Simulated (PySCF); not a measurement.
# Si4H9F

The system: Si4H9F, a small molecule; neutral, singlet. The structure, one conformer, was relaxed in the gas phase by PBE0-D3(BJ)/def2-SVP. No frequency run checks that it is a minimum.

SMILES: F[Si]([SiH3])([SiH3])[SiH3]

```tsv
atom	x (Å)	y (Å)	z (Å)
Si1	1.328	1.746	0.351
Si2	-0.187	0.217	-0.586
Si3	-2.083	0.018	0.784
Si4	0.846	-1.876	-0.842
F5	-0.656	0.767	-2.064
H6	1.776	1.187	1.666
H7	2.519	1.923	-0.535
H8	0.683	3.075	0.581
H9	-2.827	1.313	0.840
H10	-2.998	-1.056	0.288
H11	-1.614	-0.338	2.160
H12	2.093	-1.767	-1.660
H13	1.201	-2.375	0.523
H14	-0.086	-2.849	-1.490
```

Shieldings: GIAO PBE0/pcSseg-1. Shifts are against computed references at the same level: H TMS (σ 31.27 ppm), Si TMS (σ 352.0 ppm). Core levels by delta-SCF with SCAN, pcX-2 on the ionised atom and pcseg-1 elsewhere, spin-free X2C (2p3/2 is the spin-free 2p value less a third of a first-order spin-orbit splitting); from the vacuum level, for chosen atoms.

(1) Give the NMR and core-level values of the distinct atoms.

(2) Which of Si1, Si2 holds its core electrons tightest, and by how much against the loosest?

(3) By CAM-B3LYP/def2-SVPD (TDDFT singlets, Tamm-Dancoff triplets, ionisation by delta-SCF), where does absorption start, and what does vertical ionisation take?

## Answers

(1) 
| atoms | bonded to | σ (ppm) | δ (ppm) | core level (eV) |
| --- | --- | --- | --- | --- |
| Si1 Si3 Si4 | 1 Si + 3 H | 455.8 | -103.8 | 2p3/2 106.59 |
| Si2 | 1 F + 3 Si | 308.4 | 43.6 | 2p3/2 107.07 |
| F5 | 1 Si | 449.3 | - | 1s 691.68 |
| H6 H7 H8 | 1 Si | 27.57 | 3.70 | - |
| H9 H10 H11 | 1 Si | 27.57 | 3.70 | - |
| H12 H13 H14 | 1 Si | 27.57 | 3.70 | - |

Values are those of this one static structure, with the three H of a rotating XH3 group averaged; atoms that internal rotation interchanges would show their mean in an NMR spectrum.

(2) Si2 (bonded to 1 F + 3 Si), by 0.48 eV over Si1 (bonded to 1 Si + 3 H).

(3) The lowest singlet lies at 5.66 eV (f 0.014), the strongest of the first 6 at 6.97 eV (f 0.197), the lowest triplet at 5.03 eV; vertical ionisation takes 9.78 eV.
